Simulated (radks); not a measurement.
The thallium ion Tl+, 80 electrons, occupied as [Hg].

Method: Dirac Kohn-Sham, Slater X-alpha with alpha = 0.988, spin-unpolarised, spherical densities, finite nucleus; Fermi nuclear charge, rms radius 5.4759 fm; computed with a radial shooting solver on a logarithmic mesh with Libxc functionals.

Energy parts (hartree):
total: -20439.1375
kinetic: 23664.9058
electron-nucleus: -51488.7395
Hartree: 7926.0096
exchange: -541.3134

Orbitals (lengths in bohr, moments of r in powers of bohr):
orbital,occ.,eigenvalue (hartree),<r^4>
1s1/2,2,-3152.689,3.742e-07
2s1/2,2,-563.4835,0.00005361
2p1/2,2,-542.0214,0.00003153
2p3/2,4,-465.3428,0.00005024
3s1/2,2,-135.4140,0.001930
3p1/2,2,-125.5287,0.001667
3p3/2,4,-108.4146,0.002347
3d3/2,4,-91.84103,0.001536
3d5/2,6,-88.16398,0.001702
4s1/2,2,-30.80808,0.04225
4p1/2,2,-26.49156,0.04444
4p3/2,4,-22.30374,0.06168
4d3/2,4,-15.17692,0.07108
4d5/2,6,-14.38795,0.07839
5s1/2,2,-5.37619,1.025
4f5/2,6,-5.12530,0.1206
4f7/2,8,-4.94707,0.1274
5p1/2,2,-3.90145,1.396
5p3/2,4,-3.12443,2.055
5d3/2,4,-1.08318,6.580
5d5/2,6,-0.99351,7.689
6s1/2,2,-0.69475,50.62

The highest occupied level is 6s1/2 at -18.905 eV. The electron density at the nucleus is 2.527e+06 e/bohr^3. The density falls to 0.001 e/bohr^3 at r = 3.79 bohr. For comparison, the ionisation energy in NIST's Atomic Spectra Database is 20.428 eV (measured). In exact Kohn-Sham theory the highest level is minus the ionisation energy, but local and semilocal functionals leave it too shallow, through self-interaction and a potential that decays too fast; potentials with the right tail come closer. Summed over all electrons, <r^2> = 48.19 bohr^2, which gives a Langevin (diamagnetic) susceptibility term of -38.2 x 10^-6 cm^3/mol.
